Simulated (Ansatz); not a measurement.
Total energies of CH₂BClOS (`O=CB(S)Cl`).

```xyz
7

O     0.2905   -1.2494    1.6762
C     0.4615   -0.6436    0.6515
B    -0.6501    0.3051   -0.0106
S    -0.3007    1.1537   -1.5314
Cl   -2.1904    0.4970    0.7634
H     1.4397   -0.7337    0.1172
H     0.9494    0.6709   -1.6663
```

The species carries charge 0 and has multiplicity 1. All single points use the PBE0-D4/def2-TZVP geometry. It is one conformer, not always the lowest. Basis def2-TZVPP, Ansatz.

RPA on PBE orbitals: Hartree–Fock energy of these orbitals -995.67831 Eh, correlation -1.36423 Eh (frozen core).

```json
{"functional": "LDA (SPW92)", "energy without D4 (Eh)": "-993.88040", "D4 term (kJ/mol)": "–"}
{"functional": "PBE", "energy without D4 (Eh)": "-997.38246", "D4 term (kJ/mol)": "-18.1"}
{"functional": "revPBE", "energy without D4 (Eh)": "-997.71069", "D4 term (kJ/mol)": "-53.3"}
{"functional": "BLYP", "energy without D4 (Eh)": "-997.86788", "D4 term (kJ/mol)": "-40.0"}
{"functional": "r2SCAN", "energy without D4 (Eh)": "-997.77292", "D4 term (kJ/mol)": "-4.3"}
{"functional": "B97M-V", "energy without D4 (Eh)": "-997.67701", "D4 term (kJ/mol)": "–"}
{"functional": "PBE0", "energy without D4 (Eh)": "-997.45326", "D4 term (kJ/mol)": "-15.3"}
{"functional": "B3LYP", "energy without D4 (Eh)": "-997.94104", "D4 term (kJ/mol)": "-29.5"}
{"functional": "r2SCANh", "energy without D4 (Eh)": "-997.76071", "D4 term (kJ/mol)": "-4.6"}
{"functional": "r2SCAN0", "energy without D4 (Eh)": "-997.74369", "D4 term (kJ/mol)": "-5.1"}
{"functional": "HSE06 (plane-wave form)", "energy without D4 (Eh)": "-997.43126", "D4 term (kJ/mol)": "-14.3"}
{"functional": "BHLYP", "energy without D4 (Eh)": "-997.82740", "D4 term (kJ/mol)": "-23.0"}
{"functional": "CAM-B3LYP", "energy without D4 (Eh)": "-997.86545", "D4 term (kJ/mol)": "-15.7"}
{"functional": "LC-ωPBE", "energy without D4 (Eh)": "-997.56374", "D4 term (kJ/mol)": "–"}
{"functional": "ωB97X-V", "energy without D4 (Eh)": "-997.73265", "D4 term (kJ/mol)": "–"}
{"functional": "ωB97M-V", "energy without D4 (Eh)": "-997.81741", "D4 term (kJ/mol)": "–"}
{"functional": "B2PLYP", "energy without D4 (Eh)": "-997.54392", "D4 term (kJ/mol)": "–"}
{"functional": "PBE-QIDH", "energy without D4 (Eh)": "-997.26054", "D4 term (kJ/mol)": "–"}
```

B3LYP takes the VWN-RPA correlation (the form of Gaussian; ORCA's B3LYP/G). HSE06 is the plane-wave form, built on full-range PBE exchange. The double hybrids freeze the cores in their second-order part.

LC-ωPBE has ω = 0.4 bohr⁻¹.
